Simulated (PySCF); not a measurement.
Several orderings of computed values.

Species are written as SMILES; each is one conformer at its optimised geometry, gas phase, non-relativistic unless stated. Electronic properties by PySCF.

The conformers computed, where there is a choice (atom-mapped SMILES and torsion angles):
- `[CH3:1][SiH2:2]/[CH:3]=[CH:4]/[SiH2:5][PH2:6]`: C1–Si2–C3–C4 121°, C3–C4–Si5–P6 9°, H–P6–Si5–C4 177°, H–P6–Si5–C4 83°
- `[CH3:1][Si@H:2]1[CH2:3][Si@@H:4]([PH2:5])[CH2:6]1`: H–P5–Si4–C3 180°, H–P5–Si4–C3 -85°
- `[CH2:1]=[C:2]([CH3:3])[SiH2:4][SiH2:5][PH2:6]`: C1–C2–Si4–Si5 106°, C2–Si4–Si5–P6 3°, H–P6–Si5–Si4 -158°, H–P6–Si5–Si4 -63°
- `[CH3:1][CH2:2][CH2:3][O:4][CH2:5][CH3:6]`: C1–C2–C3–O4 180°, C2–C3–O4–C5 180°, C3–O4–C5–C6 -179°
- `[CH3:1][C@@H:2]1[SiH2:3][CH2:4][Si@H:5]1[PH2:6]`: H–P6–Si5–C4 -178°, H–P6–Si5–C4 -84°
- `[CH3:1][CH2:2][O:3][CH:4]([CH3:5])[CH3:6]`: C1–C2–O3–C4 -175°, C2–O3–C4–C5 161°

The conformers of `[SiH3]C[Si@@H]1CC[SiH2]N1` aren't listed.

(1) Rank by lowest singlet excitation, highest first (TDDFT CAM-B3LYP/def2-SVPD at PBE0-D3(BJ)/def2-SVP geometries).
A. `C[Si@H]1C[Si@H](C1)P`
B. `CCCOCC`
C. `C=C(C)[SiH2][SiH2]P`
D. `[SiH2](/C=C/[SiH2]C)P`

(2) Rank by electronic spatial extent ⟨r²⟩ about the centre of nuclear charge, highest first (CAM-B3LYP/def2-SVPD at PBE0-D3(BJ)/def2-SVP geometries).
A. `C[SiH2]/C=C/[SiH2]P`
B. `CCOC(C)C`
C. `CCCOCC`
D. `C[Si@H]1C[Si@@H](P)C1`
E. `C[C@@H]1[SiH2]C[Si@H]1P`
F. `C=C(C)[SiH2][SiH2]P`

(3) Rank by HOMO–LUMO gap, lowest first (CAM-B3LYP/def2-SVPD at PBE0-D3(BJ)/def2-SVP geometries).
A. `C[Si@H]1C[Si@@H](P)C1`
B. `C=C(C)[SiH2][SiH2]P`
C. `CCCOCC`
D. `C(/[SiH2]C)=C\[SiH2]P`

(4) Rank by static isotropic polarisability, highest first (CAM-B3LYP/def2-SVPD at PBE0-D3(BJ)/def2-SVP geometries).
A. `C[C@@H]1[SiH2]C[Si@H]1P`
B. `C[Si@H]1C[Si@@H](P)C1`
C. `CCCOCC`
D. `[SiH3]C[Si@@H]1CC[SiH2]N1`
E. `C=C(C)[SiH2][SiH2]P`

(5) Give the two extremes of that set as polarisability volumes in Å³.

(6) Rank by lowest triplet excitation (Tamm–Dancoff), highest first (TDA CAM-B3LYP/def2-SVPD at PBE0-D3(BJ)/def2-SVP geometries).
A. `C=C(C)[SiH2][SiH2]P`
B. `CCCOCC`
C. `C[Si@H]1C[Si@@H](P)C1`
D. `[SiH3]C[Si@@H]1CC[SiH2]N1`

(7) By how much do the two ends of that ranking differ?

(8) Rank by vertical ionisation energy, lowest first (ΔSCF CAM-B3LYP/def2-SVPD at PBE0-D3(BJ)/def2-SVP geometries).
A. `C(=C\[SiH2]C)/[SiH2]P`
B. `CCCOCC`
C. `C[Si@H]1C[Si@@H](P)C1`
D. `[SiH3]C[Si@@H]1CC[SiH2]N1`

## Answers

(1) B (7.17 eV), A (6.41 eV), C (6.21 eV), D (5.78 eV).

(2) A (1930 bohr²), F (1387 bohr²), E (1322 bohr²), D (1219 bohr²), C (1018 bohr²), B (809 bohr²).

(3) D (8.92 eV), B (9.18 eV), A (9.61 eV), C (10.25 eV).

(4) E (123.2 au), D (119.5 au), A (116.7 au), B (113.9 au), C (69.7 au).

(5) `CCCOCC`: 10.33 Å³; `C=C(C)[SiH2][SiH2]P`: 18.26 Å³.

(6) B (6.98 eV), D (6.03 eV), C (5.64 eV), A (4.11 eV).

(7) By 2.87 eV, between `CCCOCC` and `C=C(C)[SiH2][SiH2]P`.

(8) D (9.09 eV), C (9.26 eV), A (9.55 eV), B (9.67 eV).
